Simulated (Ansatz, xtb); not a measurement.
# Relative energy of two isomers of C4H7B

Structure X: `B1C=CCC1`, a singlet. Structure Y: `CBC#CC`, a singlet. Both are isolated molecules in the gas phase, relaxed with PBE0-D3(BJ)/def2-SVP; the shapes shown needn't be the lowest conformers.

X (Å):

```xyz
12

C     0.5124    1.1656    0.1568
C     0.4061   -0.0360   -0.4616
C     1.0218   -1.1867    0.2685
C     1.6099   -0.5931    1.5572
B     1.2725    0.9455    1.4799
H     1.5650    1.7745    2.3117
H     0.1009    2.0794   -0.2798
H    -0.0891   -0.1934   -1.4293
H     1.7803   -1.6803   -0.3662
H     0.2632   -1.9677    0.4592
H     1.1862   -1.0497    2.4692
H     2.6987   -0.7574    1.6435
```

Y (Å):

```yaml
atoms:
  - { symbol: C, position_ang: [2.2947, 1.8041, 1.5499] }
  - { symbol: C, position_ang: [1.1944, -0.3748, 0.3701] }
  - { symbol: C, position_ang: [0.2669, -1.1584, 0.2224] }
  - { symbol: C, position_ang: [-0.8265, -2.0917, 0.0390] }
  - { symbol: B, position_ang: [2.3396, 0.5965, 0.5556] }
  - { symbol: H, position_ang: [3.1505, 1.7346, 2.2451] }
  - { symbol: H, position_ang: [1.3667, 1.9021, 2.1289] }
  - { symbol: H, position_ang: [2.4684, 2.7386, 0.9863] }
  - { symbol: H, position_ang: [3.3415, 0.4230, -0.1078] }
  - { symbol: H, position_ang: [-0.4887, -3.1243, 0.2217] }
  - { symbol: H, position_ang: [-1.6699, -1.8796, 0.7143] }
  - { symbol: H, position_ang: [-1.1973, -2.0495, -0.9976] }
```

Problem. Estimate E(Y) − E(X) at the level CCSD(T)/def2-SVP + ΔMP2/def2-TZVPP.

Solution. Calculated at CCSD(T)/def2-SVP + ΔMP2/def2-TZVPP: E(Y) − E(X) = +0.827 eV, so structure X lies lower.

The same difference at several levels:

```
                             level              geometry  E(Y) − E(X) (eV)  departure from the last row (eV)  job, with rough time for the two
                          GFN2-xTB              GFN2-xTB              +0.855                            +0.028              optimisation, 0.15 s
                         HF/STO-3G              GFN2-xTB              +1.272                            +0.445              single point, 0.44 s
                r2SCAN-D4/def2-SVP              GFN2-xTB              +0.949                            +0.122               single point, 3.6 s
              PBE0-D3(BJ)/def2-SVP  PBE0-D3(BJ)/def2-SVP              +1.094                            +0.266                optimisation, 35 s
                       HF/def2-SVP  PBE0-D3(BJ)/def2-SVP              +0.751                            −0.077           part of the CCSD(T) run
                      MP2/def2-SVP  PBE0-D3(BJ)/def2-SVP              +0.838                            +0.011           part of the CCSD(T) run
                  CCSD(T)/def2-SVP  PBE0-D3(BJ)/def2-SVP              +0.873                            +0.046                      single point
CCSD(T)/def2-SVP + ΔMP2/def2-TZVPP  PBE0-D3(BJ)/def2-SVP              +0.827                                                  single point, 22 s
```

As drawn, Y has 1 C≡C in place of 1 C=C, 1 C–C. Structure X has a 5-membered ring, Y no ring.

The levels shown agree on the order. The largest departure from CCSD(T)/def2-SVP + ΔMP2/def2-TZVPP is that of HF/STO-3G, 0.445 eV. A small imaginary or near-zero mode remains, so no thermal terms are given. The last row adds to CCSD(T) the change of the MP2 difference between the two basis sets, here −0.046 eV.

The correlated steps freeze 5 core orbitals. Programs: Ansatz 0.2.0, xtb 6.7.1; the last row on 2 threads of Intel(R) Xeon(R) Processor @ 2.70GHz on a shared host.
